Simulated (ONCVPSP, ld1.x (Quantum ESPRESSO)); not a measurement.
## Potentials for sulfur compared

Generated with ld1.x 7.5 (TM, RRKJ, ultrasoft, PAW), atompaw 4.2 or ONCVPSP 4.0.1. The cutoff is in Ry: for ld1.x and atompaw files where the sum of valence levels is converged to 10 mRy in a Bessel basis, for ONCV files where the hardest occupied wave has 1 mHa per electron of residual kinetic energy. The error is the largest all-electron minus pseudo excitation energy over each file’s own four to seven test configurations (ionisations up to +4, promotions, holes and added fractions of an electron), all of which were solved. The labels leave out finer settings (local radius, basis sizes, second energies), which also bear on the numbers. Spin-polarised tests are not counted. The rows are a selection from randomly drawn settings: files with unsolved tests, undetermined cutoffs or missed reference levels are left out.

A true bound ghost makes a file unfit for plane-wave use even where its test errors are small: the radial tests pick states by their node count and pass the ghost by.

```tsv
potential	cutoff (Ry)	largest error (meV)	bound ghosts
ONCV, PBE, scalar-relativistic, rc 0.65/0.65/0.60 (spd), local smoothed, core correction no, reference 2s2 2p6 3s2 3p3.75, qcut 19.1/18.2/18.2, projectors 2/3/3	295	+2.5	d
ONCV, PBEsol, fully relativistic, rc 0.95/0.90 (sp), local smoothed, core correction no, reference 2s2 2p6 3s1 3p5, qcut 14.7/14.5, projectors 2/2	188	-634	none
RRKJ, LDA (PZ), scalar-relativistic, rc 1.30/1.20/1.35 (spd), local s, core correction yes, reference 3s2 3p4	70	+184	none
ONCV, BLYP, scalar-relativistic, rc 1.55/1.25/1.30 (spd), local smoothed, core correction yes, reference 3s2 3p3.75, qcut 3.3/7.3/7.8, projectors 2/3/1	105	+8.8	p
ONCV, PBE, scalar-relativistic, rc 1.15/1.50 (sp), local smoothed, core correction yes, reference 3s1 3p5, qcut 6.2/6.2, projectors 2/2	95	+11	s
ONCV, PBE, scalar-relativistic, rc 0.85/0.70 (sp), local smoothed, core correction yes, reference 2s2 2p6 3s1.5 3p4.5, qcut 17.1/22.6, projectors 2/3	365	+12	none
TM, BLYP, scalar-relativistic, rc 1.35/1.40/1.30 (spd), local s, core correction no, reference 3s2 3p4	40	+288	none
```

Task: Fill in the row for S: ONCV, PBE, scalar-relativistic, rc 0.65/0.95/0.65 (spd), local d, core correction no, reference 2s2 2p6 3s1 3p5, qcut 18.7/12/14.2, projectors 2/3/0.

Result: cutoff 286 Ry, largest error -313 meV, bound ghosts: none.
